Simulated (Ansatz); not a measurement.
`C[N]=[Mo]([O]C)([O]C)([O]C)[O]C` at its PBE0-D4/def2-TZVP geometry, where that method's forces vanish. Total charge 0; spin multiplicity 1. Mo: def2 effective core potential.

```xyz
26

C    -2.0939   -1.8654   -1.2874
N    -1.2076   -0.9835   -0.6291
Mo   -0.0900   -0.1286    0.3246
O     1.5991   -0.3068   -0.5933
C     1.8650   -0.0578   -1.9389
O     0.7004   -1.3030    1.5494
C     1.7385   -2.2264    1.5856
O    -0.2049    1.5649   -0.5931
C     0.6407    2.6152   -0.2265
O    -1.0278    0.7097    1.7413
C    -2.1279    1.5639    1.7474
H    -1.5417   -2.6644   -1.7927
H    -2.7833   -2.3219   -0.5696
H    -2.6821   -1.3214   -2.0339
H     1.3489    0.8459   -2.2860
H     1.5310   -0.8960   -2.5643
H     2.9431    0.0725   -2.0817
H     1.3493   -3.2439    1.4652
H     2.2594   -2.1604    2.5458
H     2.4468   -2.0145    0.7756
H     0.4521    3.4753   -0.8762
H     0.4714    2.9236    0.8150
H     1.6976    2.3314   -0.3252
H    -2.0689    2.2703    0.9094
H    -3.0617    0.9968    1.6516
H    -2.1537    2.1245    2.6870
```

Question: What forces (eV/Å) does PBE-D4/def2-TZVPP give on these atoms in Ansatz 0.2.0? (Estimate.)

Answer: Ansatz gave: 
```
C1   0.031  0.020  0.028
N2  -0.678 -0.443 -0.619
Mo3  0.495  0.306  0.435
O4   0.368 -0.134  0.187
C5   0.097  0.005 -0.188
O6  -0.066 -0.107  0.395
C7   0.106 -0.138  0.063
O8  -0.361  0.154 -0.417
C9   0.111  0.179  0.032
O10  0.041 -0.019  0.444
C11 -0.148  0.110  0.064
H12  0.088 -0.194 -0.125
H13 -0.172 -0.122  0.128
H14 -0.150  0.088 -0.175
H15 -0.117  0.200 -0.096
H16 -0.074 -0.171 -0.154
H17  0.236  0.036 -0.061
H18 -0.061 -0.234 -0.028
H19  0.138 -0.005  0.205
H20  0.172  0.040 -0.187
H21 -0.024  0.204 -0.136
H22 -0.018  0.073  0.228
H23  0.236 -0.048 -0.008
H24 -0.002  0.164 -0.189
H25 -0.217 -0.107 -0.027
H26 -0.031  0.144  0.201
```
